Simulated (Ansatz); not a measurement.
A made-up structure of CH$_{2}$SiSn, closed shell:

```
atom    x (Å)    y (Å)    z (Å)
  C1   0.4095  -0.7050   1.0687
 Si2   1.7329  -1.7272   1.1283
 Sn3  -0.4152   0.4212  -0.2904
  H4  -0.0706  -1.2354   1.8509
  H5  -0.0581   2.0710  -0.5590
```

It is relaxed with PBE-D4/def2-SVP and then PBE0-D4/def2-TZVP (Ansatz 0.2.0). Atoms count as bonded within 1.22 times the sum of their covalent radii (H–H: 0.88 Å). The end point is not checked to be a true minimum.

Task: Does its bonding change? (A judgement: the text doesn't fix the answer.)

Result: Computed: Yes. Formed: Si2–Sn3, Si2–H5; broken: none.

Where it ends: The first stage lowers the energy by 2.75 eV in 16 steps. It ends as CH₂SiSn ([H]1[Si]2[CH][Sn]12):
```tsv
atom	x (Å)	y (Å)	z (Å)
C1	0.0630	-0.8206	1.1143
Si2	1.6770	-0.3203	0.5933
Sn3	-0.9059	0.6510	0.0534
H4	-0.2733	-1.6203	1.7603
H5	1.0377	0.9348	-0.3228
```

Labels in which every atom is bracketed show which atoms are joined, not bond orders.

For scale, one of the runs: PBE0-D4/def2-TZVP relaxation, 130 basis functions, launched by `ansatz run in.yaml --threads 2 --pin off --events-out ev --progress --plain --max-ram 4352MiB`. Hardware: 2 CPU threads of an Arm Neoverse V2, shared host. Wall time about 18 s.
